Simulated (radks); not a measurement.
The numbers below are computed, except where a source is named.
Initial-state core-level shifts of neutral indium when its valence configuration changes from [Kr] 4d10 5s2 5p1. Code: a radial shooting solver on a logarithmic mesh with Libxc functionals. Model: Dirac Kohn-Sham, BLYP, spin-unpolarised, spherical densities, finite nucleus; open shells fill j = l - 1/2 first; Fermi nuclear charge, rms radius 4.6156 fm. Shifts are changes of the shell-averaged eigenvalues in eV (positive: less bound); the change of the density at the nucleus, which sets a Mossbauer isomer shift, is in e/bohr^3, on a base of 1.748e+05.

valence                1s       2p       3s       3p  density at nucleus
4d10 5p3           -3.122   -3.040   -3.080   -3.078              -58.86
4d9 5p4           -10.036  -10.294  -10.176  -10.175              -52.84
4d10 5s1 5p2       -1.522   -1.486   -1.506   -1.505              -27.68
4d9.5 5s2 5p1.5    -3.469   -3.629   -3.560   -3.560               +8.49
4d8 5s1 5p4       -15.867  -16.567  -16.198  -16.199               -3.74
4d9 5s2 5p2        -6.978   -7.317   -7.162   -7.162              +17.20
4d9 5s1 5p3        -8.561   -8.859   -8.721   -8.721              -16.24
4d10 5s1.5 5p1.5   -0.784   -0.765   -0.775   -0.774              -13.42
